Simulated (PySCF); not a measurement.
SnF₂, SMILES [F][Sn][F] (connectivity only; charge and spin as stated), neutral, multiplicity 1.

Coordinates come from a B3LYP-D3(BJ)/def2-TZVP optimisation. The isomer is the one that the SMILES or the coordinates give; other isomers of the formula were not compared. The def2 effective core potentials stand for the cores of Sn; spin–orbit coupling is left out.

Calculation: IEF-PCM-B3LYP/def2-SVP run with PySCF 2.14.0.

The values are the electrostatic part of the solvation free energy, E(continuum) − E(gas) at the gas-phase geometry, in a cavity of scaled van der Waals radii (PySCF's table); cavitation and dispersion terms are not included. A continuum can't describe solvent molecules that bind to the metal. In vacuum the orbital gap is 5.43 eV. The dipole moment in vacuum is 3.55 D.

```csv
solvent,ε,ΔG(elec) (kcal/mol),dipole (D),gap (eV)
water,78.36,-7.9,4.33,5.65
acetonitrile,35.69,-7.7,4.32,5.65
methanol,32.61,-7.7,4.31,5.65
```
